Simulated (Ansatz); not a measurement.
A calculation with Ansatz (development build ahead of 0.2.0).

```yaml
crystal:
  periodic: [false, false, false]
  atoms:
    - { symbol: C, position_ang: [0.02668, -0.031, -1.55367] }
    - { symbol: I, position_ang: [0.01505, 0.02186, 0.3113] }
    - { symbol: H, position_ang: [0.00271, -0.92161, -1.85151] }
    - { symbol: H, position_ang: [-0.74514, 0.4627, -1.79842] }
    - { symbol: H, position_ang: [0.76644, 0.47924, -1.8509] }
basis:
  gaussian: { orbitals: def2-SVP }
hamiltonian:
  xc: hf
```

The input is written out in the form of the current development build from the run's settings. The basis set brings a core potential for I, so the total leaves out those core electrons.

Output:

* Converged: yes
* Total energy: -336.14136 hartree
* Spin squared of the determinant: 0.000

Caution: no unrestricted run beside it, a lower state can exist.
